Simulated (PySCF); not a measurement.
## Spin-rotation constants: `CC[C@@H](CC=O)[AsH2+][AlH3-]`, C$_{5}$H$_{14}$AlAsO

Cartesian coordinates in Å; atom numbers follow the order of the lines, from 1:
```xyz
22

C    -2.055   -1.892   -0.224
C    -1.227   -0.954    0.644
C    -0.691    0.232   -0.158
C    -0.219    1.362    0.757
C     0.334    2.494   -0.045
O     0.508    2.442   -1.236
As    0.878   -0.229   -1.305
Al    2.868    0.036    0.294
H    -2.948   -1.388   -0.587
H    -2.360   -2.769    0.342
H    -1.472   -2.225   -1.086
H    -1.853   -0.586    1.463
H    -0.386   -1.500    1.086
H    -1.491    0.627   -0.797
H     0.593    0.995    1.405
H    -1.015    1.736    1.409
H     0.562    3.416    0.518
H     0.218   -0.137   -2.642
H     0.721   -1.724   -1.287
H     2.940    1.582    0.566
H     3.999   -0.687   -0.507
H     2.086   -0.814    1.389
```

Method: PySCF 2.14.0, GIAO PBE/pcSseg-1 magnetisability, rotational g tensor and spin-rotation constants, non-relativistic, gas phase. Geometry: GFN2-xTB.

The calculation is non-relativistic, which matters for the atoms heavier than Zn.

**Question.** Give the nuclear spin-rotation constants along the inertial axes (H = +C I·J) beside the isotropic shieldings.

**Answer.** Rotational constants 1.3227, 0.9451, 0.7820 GHz. A star marks the isotopologue with that one atom substituted, in its own axes.
| atom | isotope | Caa (kHz) | Cbb (kHz) | Ccc (kHz) | mean (kHz) | σ (ppm) |
| --- | --- | --- | --- | --- | --- | --- |
| As7 | 75As | 1.791 | 1.222 | 1.165 | 1.393 | 1557.3 |
| Al8 | 27Al | 0.830 | 0.545 | 0.485 | 0.620 | 407.7 |
| H9 | 1H | -0.107 | -0.039 | -0.066 | -0.070 | 30.8 |
| H10 | 1H | -0.060 | -0.079 | -0.055 | -0.065 | 30.4 |
| H11 | 1H | -0.118 | -0.051 | -0.040 | -0.070 | 30.1 |
| H12 | 1H | -0.119 | -0.041 | -0.047 | -0.069 | 30.0 |
| H13 | 1H | -0.114 | -0.030 | -0.053 | -0.066 | 29.6 |
| H14 | 1H | -0.100 | -0.068 | -0.034 | -0.067 | 29.6 |
| H15 | 1H | -0.108 | -0.061 | -0.005 | -0.058 | 27.1 |
| H16 | 1H | -0.094 | -0.031 | -0.062 | -0.062 | 28.8 |
| H17 | 1H | -0.033 | 0.017 | -0.028 | -0.015 | 21.3 |
| H18 | 1H | -0.111 | -0.094 | 0.026 | -0.060 | 26.6 |
| H19 | 1H | -0.069 | -0.011 | -0.081 | -0.053 | 27.9 |
| H20 | 1H | -0.056 | -0.004 | -0.065 | -0.042 | 27.7 |
| H21 | 1H | -0.071 | -0.002 | -0.051 | -0.042 | 27.3 |
| H22 | 1H | -0.029 | -0.068 | -0.019 | -0.039 | 26.9 |
| C1 | 13C* | 0.189 | 0.141 | 0.108 | 0.146 | 167.0 |
| C2 | 13C* | 0.227 | 0.156 | 0.133 | 0.172 | 150.5 |
| C3 | 13C* | 0.226 | 0.164 | 0.146 | 0.179 | 145.4 |
| C4 | 13C* | 0.221 | 0.199 | 0.193 | 0.204 | 125.1 |
| C5 | 13C* | 0.563 | 0.388 | 0.379 | 0.443 | -29.5 |
| O6 | 17O* | -0.572 | -0.347 | -0.767 | -0.562 | -328.4 |

For the geometry as given, no vibrational averaging.

**Question.** How do the rotational constants and the g tensor change when H9, H10, H11, H12, H13, H14, H15, H16, H17, H18, H19, H20, H21, H22 are replaced by deuterium?

**Answer.** Constants 1.1529, 0.8052, 0.6758 GHz; g -0.0147, -0.0115, -0.0130, against -0.0168, -0.0131, -0.0152 before.
